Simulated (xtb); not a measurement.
B(F)(OMe)2 (C2H6BFO2), SMILES O(B(F)OC)C. All values are semi-empirical tight-binding results from xtb (GFN2-xTB unless named), good for trends rather than for accurate numbers. The structure is a stationary point at GFN2-xTB. One conformer was computed; it need not be the lowest.

Optimised geometry:

```xyz
12

B     -0.2547     0.0705     0.3138
F     -0.6100    -0.1225     1.5959
O      0.8430    -0.5219    -0.1890
C      1.6959    -1.3657     0.5603
H      1.3081    -1.5353     1.5653
H      1.7806    -2.3170     0.0323
H      2.6788    -0.8948     0.6218
O     -1.0623     0.8652    -0.3964
C     -0.8402     1.1856    -1.7549
H     -0.1027     0.5189    -2.2030
H     -1.7938     1.0950    -2.2770
H     -0.4871     2.2170    -1.8203
```

Computed properties:
```json
{
  "orbital_gap": "7.87 eV",
  "dipole_moment": "2.65 D",
  "zero_point_energy": "55.7 kcal/mol",
  "G − E(el) at 298.15 K (modified RRHO)": "35.3 kcal/mol",
  "static polarisability (D4 model)": "51.8 bohr³",
  "solvation energy, GFN2-xTB/ALPB(water)": "-3.7 kcal/mol",
  "solvation energy, GFN2-xTB/ALPB(acetone)": "-6.8 kcal/mol"
}
```

Task: Give the IR lines (harmonic; lines under 4 % of the strongest left out, lines within 3 cm⁻¹ merged). (An estimate is asked for; the answer gives what the named calculation found.)

Result: ν (cm⁻¹): 549 (m), 1034 (w), 1098 (w), 1148 (w), 1265 (s), 1341 (vs), 1403 (w), 1421 (m), 2970 (w), 2979 (w), 2985 (w) (against the strongest line: vs over 80 %, s over 45 %, m over 15 %, w over 4 %, vw less)

Computed atomic charges and the Wiberg bond orders between heavy atoms:
charges (e) B1 0.58, F2 -0.32, O3 -0.36, C4 0.03, H5 0.06, H6 0.06, H7 0.06, O8 -0.33, C9 0.02, H10 0.06, H11 0.07, H12 0.06. Bond orders B1–F2 0.96, B1–O3 1.16, O3–C4 0.97, B1–O8 1.18, O8–C9 0.97.
